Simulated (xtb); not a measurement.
C2H7BiO, SMILES [CH3][Bi]([CH3])[OH]. All values are semi-empirical tight-binding results from xtb (GFN2-xTB unless named), good for trends rather than for accurate numbers. Coordinates come from a GFN2-xTB optimisation. The structure was generated by enumeration; whether it is a known compound was not checked. The values are those of a single conformer.

Optimised geometry:

Bonds (Å): Bi1–C2 2.263, Bi1–C6 2.261, Bi1–O10 2.100, C2–H3 1.082, C2–H4 1.080, C2–H5 1.081, C6–H7 1.081, C6–H8 1.081, C6–H9 1.082, O10–H11 0.955. Angles (°): C2–Bi1–C6 91.2, C2–Bi1–O10 93.0, C6–Bi1–O10 93.3, Bi1–C2–H3 110.0, Bi1–C2–H4 109.9, Bi1–C2–H5 109.1, H3–C2–H4 109.3, H3–C2–H5 109.2, H4–C2–H5 109.3, Bi1–C6–H7 110.5, Bi1–C6–H8 109.1, Bi1–C6–H9 109.3, H7–C6–H8 109.2, H7–C6–H9 109.4, H8–C6–H9 109.2, Bi1–O10–H11 109.0.

For metal compounds this method's bond lengths and energies can be far off.

| Item | Value |
|---|---|
| orbital gap | 6.32 eV |
| zero-point energy | 52.9 kcal/mol |
| G − E(el) at 298.15 K (modified RRHO) | 31.5 kcal/mol |

Problem. Give the atomic charges and the Wiberg bond orders between heavy atoms. (Estimate from the structure and the level; the computed values follow.)

Solution. charges (e) Bi1 0.54, C2 -0.21, H3 0.02, H4 0.04, H5 0.04, C6 -0.21, H7 0.03, H8 0.04, H9 0.03, O10 -0.60, H11 0.28. Bond orders Bi1–C2 0.95, Bi1–C6 0.95, Bi1–O10 0.90.
